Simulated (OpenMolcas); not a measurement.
# neutral boron: terms and fine structure

```json
{"Program": "OpenMolcas", "Method": "CASSCF", "Basis": "ANO-RCC-VQZP [5s4p3d2f1g]", "Scalar Hamiltonian": "DKH2, point nucleus", "Active space": "3 electrons in 8 orbitals (2s 2p 3s 3p)", "State averaging": "2S+1 = 4 odd, 1 root (0 in the spin-orbit step); 2S+1 = 2 odd, 3 roots; 2S+1 = 4 even, 3 roots; 2S+1 = 2 even, 5 roots", "Spin-orbit coupling": "RASSI with atomic mean-field integrals over the reference wave functions, term energies averaged over their components"}
```

With spin-orbit coupling, above the lowest level:

```csv
Configuration,Term,J,E (cm-1),Measured (cm-1),g,Term weight %
2s2 2p,2P*,1/2,0.0,0.0,0.666,100
2s2 2p,2P*,3/2,12.9,15.3,1.334,100
2s 2p2,4P,1/2,25374,28870,2.671,100
2s 2p2,4P,3/2,25379,28875,1.735,100
2s 2p2,4P,5/2,25388,28881,1.601,100
```

Against the 4 measured excited levels shown (NIST Handbook of Basic Atomic Spectroscopic Data) the mean absolute deviation is 2600 cm-1; the largest miss in energy is 2s 2p2 4P 1/2: computed 25374, measured 28870 cm-1 (-12.1 %), and the largest in proportion 2s2 2p 2P* 3/2 (-15.5 %).

Spin-orbit coupling puts the lowest level 8.6 cm-1 below the lowest spin-free term.

Without dynamic correlation excited terms often stand tens of per cent too high (terms of higher spin than the ground term too low), and those without a measured partner can miss by more than the paired ones. Active for correlation alone: 3p 3s; no level in the range computed is led by a configuration that fills them, so any true level of that kind is missing. Measured partners are found by configuration, term and J. A level has none where our copy of the source lacks it or the pairing is in doubt (some pairs that miss far off the trend of their configuration count as doubtful), and it then counts in no deviation. Levels of configurations outside the active space are missing. The first state left out of the spin-orbit step lies near 67000 cm-1 above the lowest spin-free state of the reference (among the parities and spins computed), and the list stops at four fifths of that energy or lower.

The term weight is that of the spin-free term in the level, not the purity of its configuration. * marks odd parity.
